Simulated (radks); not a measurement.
The numbers below are computed, except where a source is named.
All-electron atom: Zr30+ in [Ne].

Level of theory: scalar-relativistic Kohn-Sham, revPBE, spin-polarised, spherical densities, point nucleus (a radial shooting solver on a logarithmic mesh with Libxc functionals).

Energy parts (hartree):
total: -2918.79560
kinetic: 3016.48469
electron-nucleus: -6261.00442
Hartree: 392.20861
exchange-correlation: -66.48448

Orbitals (lengths in bohr, moments of r in powers of bohr):
orbital	occ.	eigenvalue (hartree)	<r^4>
1s	2	-714.4390	8.827e-06
2s	2	-146.4813	0.001500
2p	6	-137.3242	0.001051

The highest occupied level is 2p at -3736.8 eV. Summed over all electrons, <r^2> = 0.2029 bohr^2, which gives a Langevin (diamagnetic) susceptibility term of -0.161 x 10^-6 cm^3/mol. For comparison, the ionisation energy in NIST's Atomic Spectra Database is 3788 eV (semi-empirical). In exact Kohn-Sham theory the highest level is minus the ionisation energy, but local and semilocal functionals leave it too shallow, through self-interaction and a potential that decays too fast; potentials with the right tail come closer. The density falls to 0.001 e/bohr^3 at r = 0.58 bohr.
